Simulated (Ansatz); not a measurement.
```yaml
crystal:
  periodic: [false, false, false]
  atoms:
    - {symbol: F, position_ang: [1.002585, -1.708900, -0.771995]}
    - {symbol: B, position_ang: [0.149580, -0.948146, -0.298024]}
    - {symbol: N, position_ang: [-0.143473, -0.637802, 1.151737]}
    - {symbol: C, position_ang: [-0.348715, 0.623184, 0.693060]}
    - {symbol: N, position_ang: [-0.370622, 0.404773, -0.693521]}
    - {symbol: H, position_ang: [-0.563788, 1.498644, 1.238016]}
    - {symbol: H, position_ang: [-0.019317, 1.029561, -1.450383]}
basis:
  gaussian: {orbitals: def2-SVPD, final_grid: {core_spheres: 1, valence_spheres: 1, degree: 1}}
hamiltonian: {xc: {name: r2SCAN}}
output: {forces: true}
```

```sh
$ ansatz run in.yaml --threads 2 --pin off --events-out ev --progress --plain --max-ram 4352MiB
```

It prints (some lines left out):

```
Functional definition: r2SCAN
991 factors; their error is unknown
mean field evaluation 1: about -7426.3829 eV, gradient 6.2e1 eV
mean field evaluation 2: about -7406.2121 eV, gradient 1.1e2 eV
mean field evaluation 4: about -7433.9654 eV, gradient 8.0e0 eV
mean field evaluation 8: about -7390.5329 eV, gradient 1.1e2 eV
mean field evaluation 16: about -7461.6997 eV, gradient 4.0e1 eV
a density is far from that of the atoms, so the factors are made again for it
1530 factors; integrals over basis functions are off by at most 2.4e-4 eV
mean field evaluation 32: about -7177.5511 eV, gradient 1.7e2 eV
mean field evaluation 64: about -7486.6395 eV, gradient 1.4e1 eV
mean field -7492.05496673 eV, -275.3279417302 hartree, gradient 2.3e-5 eV, S^2 0.000000; 2 other end points of the search recorded, 0 dependent functions left out
reference -7492.05496880 eV, -275.3279418060 hartree; 18, 18 occupied and 101, 101 virtual orbitals, 1530 factors
Total energy: -7492.05496880 eV, -275.3279418060 hartree
Atom 0 at     1.002585    -1.708900    -0.771995 Å, force   -72.504243    -4.494969     4.022204 eV/Å
Atom 1 at     0.149580    -0.948146    -0.298024 Å, force    14.331058    13.845133    14.751315 eV/Å
Atom 2 at    -0.143473    -0.637802     1.151737 Å, force    73.640246    66.897490   -13.727930 eV/Å
Atom 3 at    -0.348715     0.623184     0.693060 Å, force  -126.723490  -100.663253    -4.958112 eV/Å
Atom 4 at    -0.370622     0.404773    -0.693521 Å, force   140.766975    45.617071    15.678166 eV/Å
Atom 5 at    -0.563788     1.498644     1.238016 Å, force     5.540024   -12.851122    -7.949260 eV/Å
Atom 6 at    -0.019317     1.029561    -1.450383 Å, force   -35.050572    -8.350350    -7.816383 eV/Å
Dipole moment:     0.890418    -1.564042    -3.410588 e Å
```

**Question.** Something in this input is off. What?

**Answer.** The integration grid is far too coarse. The run converged. The result belongs to that input, not to the molecule as meant.
